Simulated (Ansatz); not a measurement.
Gas-phase electronic energies from Ansatz, PBE0-D4/def2-TZVP geometries. CBS: MP2 limit from def2 TZ/QZ plus the TZ coupled-cluster correction, frozen cores. This one scheme is used for every species, atoms too. DFT in def2-TZVPP. B3LYP here is the variant with VWN-RPA as its local correlation; programs differ in this. No spin–orbit coupling; open shells (•) take unrestricted orbitals. Spin–orbit coupling would lower the free atoms: a little for B, F.

`F[B@H-]1[NH2+][B@@H-](F)[NH2+]1` → 2 B• + 2 F• + 6 H• + 2 N•  (atomization)

`F[B@H-]1[NH2+][B@@H-](F)[NH2+]1`:

Z-matrix (Å, degrees):
```
B
N 1 1.598
N 1 1.598 2 91.3
F 1 1.377 2 111.4 3 113.7
H 1 1.206 2 111.9 3 -114.2
B 2 1.598 1 87.7 3 10.8
H 2 1.010 1 117.1 3 130.2
H 2 1.015 1 112.4 3 -102.6
H 3 1.015 1 112.4 2 102.6
H 3 1.010 1 117.1 2 -130.1
F 6 1.377 2 111.4 1 -124.4
H 6 1.207 2 111.9 1 103.5
```

Q: What is ΔE at CCSD(T)/CBS? (Estimate.)

A: Computed: +49.20 eV.

Q: What do these levels give: BLYP-D4, B97M-V, B3LYP-D4, ωB97X-V, B3LYP, BHLYP, HF/def2-SVP, MP2/def2-SVP, HF/def2-TZVPP, MP2/def2-TZVPP, HF/def2-QZVPP, CCSD/CBS(def2)? (Estimate.)

A: The calculation gave: BLYP-D4 49.49, B97M-V 49.30, B3LYP-D4 49.45, ωB97X-V 49.46, B3LYP 49.09, BHLYP 47.67, HF/def2-SVP 36.64, MP2/def2-SVP 47.93, HF/def2-TZVPP 35.99, MP2/def2-TZVPP 49.12, HF/def2-QZVPP 36.05, CCSD/CBS(def2) 48.50 eV.

Largest T1 diagnostic among the species: 0.014.

From r2SCAN to r2SCAN0 (25 % exact exchange), in def2-TZVPP and without D4, ΔE moves by −0.83 eV: exact exchange takes away binding that semilocal exchange gives to molecules. Leaving LDA and LC-ωPBE aside and taking each functional with its dispersion term where it has one, the values, not all of them listed here, spread over 2.53 eV, from BHLYP-D4 to PBE-D4. LDA lies +6.64 eV from PBE without D4, its usual overbinding.

For atomizations the MP2-based limit and the directly extrapolated one differ by several kJ/mol either way, and by 10 to 25 for some Ge, Se and Sn compounds, so smaller differences from it don't rank the levels.
